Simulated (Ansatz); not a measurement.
Input file for C13H10, SMILES `c1ccc2c(c1)Cc1ccccc1-2`:

```yaml
crystal:
  periodic: [false, false, false]
  atoms:
    - {symbol: C, position_ang: [-3.057560, -1.206848, -1.018142]}
    - {symbol: C, position_ang: [-2.084702, -2.187867, -1.176541]}
    - {symbol: C, position_ang: [-0.764875, -1.937243, -0.832641]}
    - {symbol: C, position_ang: [-0.431474, -0.688728, -0.326979]}
    - {symbol: C, position_ang: [-1.411401, 0.299199, -0.167573]}
    - {symbol: C, position_ang: [-2.725152, 0.044075, -0.511911]}
    - {symbol: C, position_ang: [-0.795973, 1.549320, 0.393240]}
    - {symbol: C, position_ang: [0.650615, 1.172855, 0.540612]}
    - {symbol: C, position_ang: [1.710879, 1.923576, 1.011630]}
    - {symbol: C, position_ang: [2.975864, 1.349472, 1.053938]}
    - {symbol: C, position_ang: [3.173675, 0.040095, 0.629269]}
    - {symbol: C, position_ang: [2.113288, -0.717760, 0.155713]}
    - {symbol: C, position_ang: [0.849634, -0.145926, 0.112972]}
    - {symbol: H, position_ang: [-4.084236, -1.420772, -1.292298]}
    - {symbol: H, position_ang: [-2.362476, -3.157841, -1.572961]}
    - {symbol: H, position_ang: [-0.010440, -2.706016, -0.958261]}
    - {symbol: H, position_ang: [-3.489212, 0.804849, -0.390934]}
    - {symbol: H, position_ang: [-0.928447, 2.405476, -0.277373]}
    - {symbol: H, position_ang: [-1.244344, 1.829991, 1.352642]}
    - {symbol: H, position_ang: [1.563667, 2.945687, 1.344523]}
    - {symbol: H, position_ang: [3.816626, 1.926755, 1.421161]}
    - {symbol: H, position_ang: [4.167452, -0.391119, 0.669497]}
    - {symbol: H, position_ang: [2.273390, -1.738332, -0.174080]}
basis:
  gaussian: {orbitals: def2-TZVPP}
correlation: {method: ccsd_t}
output: {orbitals: {seedname: orbitals}}
```

```sh
$ ansatz run in.yaml --threads 4 --pin off --events-out ev --progress --plain --max-ram 66560MiB --backend cuda --devices 0, --max-vram 37GiB
```

The program prints (abridged):

```
Functional definition: HF
  name "HF"
  cite "Fock, Z. Phys. 61, 126 (1930) doi:10.1007/BF01340294"
  parent pbe
  exchange = exact_x
  correlation = 0
3298 factors; integrals over basis functions are off by at most 1.0e-3 eV
mean field evaluation 1: about -13550.8402 eV, gradient 5.2e1 eV
mean field evaluation 2: about -13551.5850 eV, gradient 5.1e1 eV
mean field evaluation 4: about -13559.3672 eV, gradient 6.9e0 eV
mean field evaluation 8: about -13559.5036 eV, gradient 5.8e-1 eV
mean field -13559.50459550 eV, -498.3026029224 hartree, gradient 3.0e-6 eV, S^2 0.000000; 0 other end points of the search recorded, 0 dependent functions left out; unrestricted orbitals would lower it
13 core orbitals not correlated: weight in the atoms' cores, before any rotation towards them, 1.000 or more for the frozen orbitals, at most 0.000 for the correlated occupied ones
reference -13559.50459550 eV, -498.3026029224 hartree; 31, 31 occupied and 499, 499 virtual orbitals, 3298 factors
second order -55.36004652 eV of doubles, -0.00000000 eV of singles
cycle   1  -54.33632768 eV  change     1.0e0 eV  update   1.8e-1
cycle   2  -55.85731873 eV  change    -1.5e0 eV  update   5.8e-2
cycle   3  -56.15922525 eV  change   -3.0e-1 eV  update   2.2e-2
cycle   4  -56.15196129 eV  change    7.3e-3 eV  update   6.8e-3
cycle   5  -56.15130978 eV  change    6.5e-4 eV  update   2.9e-3
cycle   6  -56.15384983 eV  change   -2.5e-3 eV  update   9.2e-4
cycle   7  -56.15364578 eV  change    2.0e-4 eV  update   2.8e-4
cycle   8  -56.15351160 eV  change    1.3e-4 eV  update   1.1e-4
cycle   9  -56.15357588 eV  change   -6.4e-5 eV  update   5.1e-5
perturbative correction -3.14702326 eV, -0.1156509717 hartree
Total energy: -13618.80519464 eV, -500.4818597452 hartree
```

It took 2.2 min on 4 threads of an AMD EPYC 7R13 on a shared host and a share of an NVIDIA H100 80 GB, with 3.2 GiB of host memory at the peak.

The correlation energy is -59.301 eV, 5.3 % of it from (T); the T1 diagnostic reads 0.0103.
